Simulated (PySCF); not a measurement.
Problem. Give a PBE0-D3(BJ)/def2-SVP geometry of InChI=1S/C6H9NS/c1-5(2)6-3-8-4-7-6/h3-5H,1-2H3.

Solution. 
```
atom  x, y, z in Å
C1    -1.7043    0.1011    1.3882
C2    -0.8691    0.0825    0.1088
C3    -1.0800   -1.2105   -0.6771
C4     0.5877    0.2696    0.4304
C5     1.3839    1.3061    0.0135
S6     2.9800    1.1130    0.6200
C7     2.4715   -0.3476    1.3931
N8     1.2269   -0.6579    1.2127
H9    -2.7722   -0.0411    1.1609
H10   -1.3824   -0.7079    2.0616
H11   -1.5905    1.0541    1.9266
H12   -1.1740    0.9333   -0.5234
H13   -0.5195   -1.1996   -1.6240
H14   -0.7307   -2.0719   -0.0875
H15   -2.1460   -1.3586   -0.9090
H16    1.1096    2.1560   -0.6088
H17    3.1752   -0.9401    1.9825
```

Orientation and origin are arbitrary. Atoms count from 1 in this order. The 2 C–N bonds span 1.295 Å (C7–N8, aromatic) to 1.371 Å (C4–N8, aromatic), a spread of 0.076 Å. Of the pairs four or more bonds apart, N8···H14 is among the closest relative to their van der Waals radii: 2.74 Å, 100 % of the sum of Bondi's values. The 5-membered ring C4–C5–S6–C7–N8 has internal angles of 88.8° to 115.0° (sum 540°, against 540° for a flat polygon); it is planar, 0.00 Å rms from its mean plane, widest ring torsion 0°. The 4 C–C bonds span 1.372 Å (C4–C5, aromatic) to 1.528 Å (C1–C2, drawn single), a spread of 0.156 Å.

Bonds between heavy atoms (Å): C1–C2 1.528, C2–C3 1.528, C2–C4 1.504, C4–C5 1.372, C5–S6 1.718, S6–C7 1.729, C7–N8 1.295, C4–N8 1.371.

Method: PySCF, PBE0-D3(BJ)/def2-SVP geometry optimisation, gas phase.

Point group: Cs (tolerance 0.08 Å). Stationary, but not proved a minimum. The numbers are those of one conformer (C1–C2–C4–C5 -118°).
